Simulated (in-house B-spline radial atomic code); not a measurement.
## LC-wPBE excitations of C²⁺

Method: LC-wPBE. Computed with a B-spline radial code for spherical atoms: linear response of the closed shell [He] 2s2 with the functional's adiabatic kernel; non-relativistic, point nucleus, no spin-orbit coupling, no double excitations, S, P, D and F terms only.

Command:
```bash
python run_td.py task.json out
```
Settings (radii: box in bohr, nucleus in fm):
```
Z                        6
electrons                4
configuration            [He] 2s2
hamiltonian              nr
method                   lc_wpbe
box_radius               29.48
intervals                49
```

Time taken, with all properties: 0.3 s on 1 thread of Arm Neoverse N1, with other jobs on the host.

The lowest states, in the order of their Tamm-Dancoff energies; the method's threshold (minus the highest occupied level) is 45.28 eV. Labels give the largest channel, * marks a mixed state, and oscillator strengths are full-response dipole values. Semilocal kernels can invert the small singlet-triplet splittings of Rydberg terms. Energies in eV:

```
     state  full response  Tamm-Dancoff  oscillator strength
2s → 2p 3P          4.767         5.653                    -
2s → 2p 1P         11.925        12.604                0.748
2s → 3s 3S         28.072        28.082                    -
2s → 3s 1S         29.159        29.182                    -
2s → 3p 3P          30.22         30.23                    -
2s → 3p 1P          30.58         30.60                0.208
2s → 3d 3D          31.63         31.65                    -
2s → 3d 1D          32.18         32.19                    -
2s → 4s 3S          36.16         36.16                    -
2s → 4s 1S          36.51         36.52                    -
2s → 4p 3P          37.00         37.00                    -
2s → 4p 1P              ?             ?                    ?
2s → 4d 3D          37.46         37.47                    -
2s → 4d 1D          37.71         37.71                    -
2s → 4f 3F              ?             ?                    -
2s → 4f 1F          37.74         37.74                    -
```

Task: Where does 2s → 4p 1P lie?

Result: At 37.11 eV in full response, 37.12 eV in Tamm-Dancoff, oscillator strength 0.0812.

Task: Where does 2s → 4f 3F lie?

Result: At 37.73 eV in full response, 37.73 eV in Tamm-Dancoff.

Task: How large is the singlet-triplet splitting of 2s → 2p (P terms) in Tamm-Dancoff?

Result: 6.95 eV, from the unrounded values.

Task: What polarisabilities and dispersion coefficient does the method give?

Result: Dipole 4.261 bohr³, quadrupole 5.26 bohr⁵, C6 6.589 hartree·bohr⁶ for two such species.
